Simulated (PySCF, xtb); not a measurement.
C2H7BiO2, SMILES C[CH2][Bi]([OH])[OH]. One conformer was computed; it need not be the lowest.

Harmonic wavenumbers (cm⁻¹) from GFN2-xTB in xtb 6.7.1 at its own minimum, in rising order: 53, 125, 141, 166, 185, 235, 253, 310, 453, 456, 503, 702, 855, 909, 950, 999, 1086, 1219, 1239, 1411, 1480, 1506, 1511, 2992, 3008, 3022, 3027, 3033, 3676, 3678.

Problem. What does PySCF 2.14.0 with PBE-D3(BJ)/def2-SVP give at its own minimum? (Estimate from the structure and the level; the computed values follow.)

Solution. 45, 112, 136, 162, 196, 240, 259, 288, 425, 517, 530, 636, 814, 842, 897, 920, 1026, 1128, 1197, 1335, 1388, 1420, 1428, 2947, 2983, 3021, 3039, 3053, 3684, 3684. Paired by order, the mean absolute difference is 38 cm⁻¹ and the zero-point energies are 56.0 and 54.8 kcal/mol.
